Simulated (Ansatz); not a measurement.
Hg₂O⁺, relaxed as a quartet with UKS PBE0-D4/def2-TZVP in Ansatz, starting from the PBE0-D4/def2-TZVP geometry of the charge +1 doublet. Force threshold 0.02 eV/Å.

In the def2 sets Hg takes a core potential; there is no spin–orbit coupling. At PBE0-D4/def2-TZVP a doublet of charge 1 lies 0.59 eV below the quartet, each at its own geometry. The structure comes from a short search, and lower isomers may exist.

Start:

```xyz
3

Hg   -1.4212    0.8005    0.9197
Hg    1.1123   -1.2734   -0.8048
O     0.3089    0.4728   -0.1149
```

```json
{"step": "1", "energy (eV)": "-10387.6579", "largest force component (eV/Å)": "2.065", "SCF passes": "80"}
{"step": "2", "energy (eV)": "-10388.0233", "largest force component (eV/Å)": "0.721", "SCF passes": "28"}
{"step": "3", "energy (eV)": "-10388.0981", "largest force component (eV/Å)": "0.343", "SCF passes": "29"}
{"step": "4", "energy (eV)": "-10388.1189", "largest force component (eV/Å)": "0.028", "SCF passes": "24"}
{"step": "5", "energy (eV)": "-10388.1191", "largest force component (eV/Å)": "0.004", "SCF passes": "27"}
```

Force components are those of the run's own axes.

End:

```xyz
3

Hg   -1.563    0.792    1.000
Hg    1.148   -1.427   -0.845
O     0.415    0.636   -0.154
```

By distances, no bond broke or formed. The bond that changes most is Hg2–O3, from 2.04 to 2.30 Å (atoms count from 1).

No frequencies were taken in this run, so the end may be a saddle point.

Hardware: 4 threads of Arm Neoverse V2 on a shared host. Wall time 11 s.
